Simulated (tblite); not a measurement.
C3H5Br2FSi.
Atom-mapped SMILES: `[CH2:1]=[C:2]([CH3:3])[Si:4]([F:5])([Br:6])[Br:7]` (hydrogens: H8, H9 on C1; H10, H11, H12 on C3)

Computed with GFN2-xTB (tblite), gas phase: L-BFGS steps from a force-field or distance-geometry start until the largest atomic force falls under 0.01 eV/Å.

Step 2: E = -645.0846 eV
```
atom  x, y, z in Å  |  force x, y, z in eV/Å
C1      0.2720    1.4978    0.3603    0.070  -0.032   0.031
C2      0.2278    0.2021    0.0783   -0.299  -0.110   0.091
C3      1.4635   -0.6118   -0.1361   -0.278   0.043   0.121
Si4    -1.5100   -0.5440   -0.0217    0.588   0.195  -0.620
F5     -2.0856   -0.6112    1.4654   -0.260  -0.184   0.028
Br6    -2.7454    0.9275   -1.1633   -0.011  -0.447   0.234
Br7    -1.4903   -2.5431   -1.0013   -0.141   0.357   0.276
H8      1.1934    2.0484    0.4644   -0.027  -0.045  -0.006
H9     -0.6402    2.0473    0.4998    0.032   0.288   0.058
H10     2.2998    0.0693   -0.1658    0.371   0.003  -0.009
H11     1.6135   -1.3345    0.6708   -0.075   0.074  -0.125
H12     1.4027   -1.1486   -1.0766    0.032  -0.142  -0.079
```

Step 3: E = -645.1038 eV
```
atom  x, y, z in Å  |  force x, y, z in eV/Å
C1      0.2716    1.4978    0.3609    0.032  -0.063   0.025
C2      0.2258    0.2007    0.0802   -0.190   0.043   0.081
C3      1.4611   -0.6109   -0.1356   -0.149   0.087   0.036
Si4    -1.5049   -0.5417   -0.0275    0.448   0.149  -0.402
F5     -2.0878   -0.6140    1.4610   -0.208  -0.174  -0.071
Br6    -2.7451    0.9198   -1.1593   -0.059  -0.372   0.173
Br7    -1.4925   -2.5368   -0.9966   -0.130   0.264   0.222
H8      1.1929    2.0474    0.4643   -0.005  -0.043  -0.003
H9     -0.6389    2.0520    0.5006    0.048   0.252   0.052
H10     2.3038    0.0677   -0.1657    0.263  -0.042  -0.006
H11     1.6119   -1.3325    0.6680   -0.066   0.013  -0.047
H12     1.4033   -1.1502   -1.0763    0.017  -0.113  -0.060
```

Step 4: E = -645.1387 eV
```
atom  x, y, z in Å  |  force x, y, z in eV/Å
C1      0.2685    1.4959    0.3636    0.012   0.393   0.122
C2      0.2206    0.2023    0.0896    0.223   0.043  -0.109
C3      1.4554   -0.6035   -0.1377    0.098   0.038  -0.057
Si4    -1.4849   -0.5324   -0.0461    0.098   0.000   0.141
F5     -2.0968   -0.6280    1.4328   -0.136  -0.143  -0.071
Br6    -2.7469    0.8833   -1.1413   -0.303  -0.007  -0.111
Br7    -1.5039   -2.5090   -0.9752   -0.082  -0.193  -0.028
H8      1.1918    2.0425    0.4640    0.038  -0.050   0.005
H9     -0.6318    2.0745    0.5049    0.100   0.082   0.031
H10     2.3193    0.0572   -0.1650    0.040  -0.050  -0.018
H11     1.6043   -1.3261    0.6580   -0.043  -0.116   0.140
H12     1.4056   -1.1573   -1.0735   -0.046   0.003  -0.045
```

Q: Estimate the geometry and energy of step 5. (The exact step hangs on the optimiser's Hessian estimate; all steps are aligned on step 4, rigid shifts and turns removed.)

A: E = -645.1442 eV, largest force 0.393 eV/Å
```
atom  x, y, z in Å  |  force x, y, z in eV/Å
C1      0.2688    1.5012    0.3654    0.011  -0.011   0.026
C2      0.2229    0.2026    0.0886    0.183   0.346  -0.035
C3      1.4561   -0.6026   -0.1384    0.120  -0.033  -0.024
Si4    -1.4818   -0.5316   -0.0459    0.042  -0.007   0.113
F5     -2.0994   -0.6308    1.4305   -0.123  -0.137  -0.070
Br6    -2.7511    0.8809   -1.1417   -0.272  -0.025  -0.092
Br7    -1.5057   -2.5099   -0.9742   -0.075  -0.177  -0.023
H8      1.1922    2.0415    0.4641    0.117   0.021   0.021
H9     -0.6302    2.0771    0.5056    0.038   0.121   0.043
H10     2.3211    0.0561   -0.1652    0.045  -0.046  -0.018
H11     1.6032   -1.3272    0.6592   -0.047  -0.067   0.085
H12     1.4051   -1.1578   -1.0741   -0.040   0.015  -0.026
```

The energy changes by -0.0055 eV. The first-order estimate −F·Δx gives -0.0069 eV and the mean of the old and new forces, exact on a quadratic surface, -0.0055 eV. The step makes an angle of 29° with the force vector and moves no atom by more than 0.006 Å.

What follows is the cost of the whole relaxation. The run took 1.5 s of wall time on one thread, Arm Neoverse N1 (aarch64), shared host with 64 logical CPUs at a one-minute load of 62.
